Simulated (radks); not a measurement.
The numbers below are computed, except where a source is named.
Mean orbital radii <r> (bohr) of the nickel ion Ni24+, [He] 2s2, at several levels of relativity; Dirac values are averaged over j with weights 2j + 1. Spin-unpolarised spherical Kohn-Sham, PBE, point nucleus unless stated (finite: rms radius 3.7757 fm), a radial shooting solver on a logarithmic mesh with Libxc functionals. A level marked "c x" has the speed of light scaled by that factor.

shell	non-rel.	Dirac, finite nucleus	Dirac, c x 1.25	Dirac, c x 3	change of magnitude, last against first (%)
1s	0.05449	0.05374	0.05401	0.05441	-0.15
2s	0.2264	0.2232	0.2244	0.2261	-0.16
2p (empty)	0.1925	0.1910	0.1915	0.1923	-0.09
3s (empty)	0.5219	0.5164	0.5184	0.5213	-0.12
